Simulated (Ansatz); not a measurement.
Coupled-cluster diagnostics for TiSi5, Ansatz.

Geometry of the singlet (r2SCAN-D4/def2-SVP):

```xyz
6

Ti   -0.7081    1.6316    1.9684
Si   -0.9341    1.0655   -0.2477
Si   -1.0004    0.3071   -2.4043
Si    0.5549   -0.1744    1.3156
Si    1.7041   -1.9448    0.4352
Si    0.3835   -0.8850   -1.0672
```

Correlated methods freeze 30 core orbitals; core or outer-core shells of Ti are correlated, in sets that lack core-valence functions. No other spin state of charge 0 was run. The geometry of the singlet was relaxed on an unsound state (restricted singlet, unstable towards broken spin symmetry at other levels and untested here). Another isomer (singlet) lies 2.53 eV lower at PBE0-D4/def2-TZVP; other spin states weren't run for this one.

Question: Estimate the CCSD(T) correlation energy, the shares of MP2 and (T), T1 and the reference's ⟨S²⟩ for: charge 0, singlet, own geometry in def2-TZVP; and the rough time on 4 threads of Arm Neoverse V1 on a shared host.

Answer: 
```tsv
state	basis	correlation (eV)	MP2 share (%)	(T) share (%)	T1	⟨S²⟩ (pure)	wall time	remarks
charge 0, singlet, own geometry	def2-TZVP	-28.474	86.1	10.2	0.101	0.00 (0.00)	3.6 min	large T1 (0.101), restricted SCF unstable
```
Customary marks for T1 are 0.02 (closed shells), 0.045 (open shells) and about 0.05 (3d metals). T1 exceeds 0.02 in 1 of 1 rows and 0.045 in 1; the higher it lies, the less the single-reference result can be trusted.
